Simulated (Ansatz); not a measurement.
Basis sets compared for SeOCl2 (SeCl2O). Total charge 0; singlet. Geometry B3LYP-D4/def2-SVP. Ansatz on 4 threads of Intel Xeon on a shared host; times are rough, and most runs start from earlier orbitals.

```
atom   x (Å)   y (Å)   z (Å)
 Se1   0.324  -0.245   0.538
  O2   0.729   1.289   0.768
 Cl3  -1.918  -0.297   0.290
 Cl4   0.865  -0.747  -1.595
```

Binding counts from free atoms (Se triplet, O triplet, Cl doublet) in the same basis, without a counterpoise term.

```tsv
level	functions	energy (Eh)	HOMO (eV)	LUMO (eV)	binding per atom (eV)	wall time
PBE-D4/def2-SVP	82	-3395.7185	-7.52	-3.75	2.58	2.1 s
PBE-D4/def2-TZVP (with forces)	153	-3396.4418	-7.74	-3.99	2.66	3 s
r2SCAN-D4/def2-TZVP	153	-3397.1262	-8.07	-3.98	2.44	4.4 s
PBE0-D4/def2-SVP	82	-3395.8403	-8.87	-3.11	2.23	4.8 s
PBE0-D4/def2-TZVP	153	-3396.5623	-9.01	-3.25	2.34	4.9 s
```

Question: Estimate the rows for PBE-D4/def2-TZVPD, r2SCAN-D4/def2-TZVPD, PBE0-D4/def2-TZVPD.

Answer: 
```
               level  functions  energy (Eh)  HOMO (eV)  LUMO (eV)  binding per atom (eV)  wall time
   PBE-D4/def2-TZVPD        189   -3396.4456      -7.84      -4.12                   2.66      5.5 s
r2SCAN-D4/def2-TZVPD        189   -3397.1291      -8.13      -4.07                   2.45      9.6 s
  PBE0-D4/def2-TZVPD        189   -3396.5654      -9.08      -3.37                   2.35      8.1 s
```
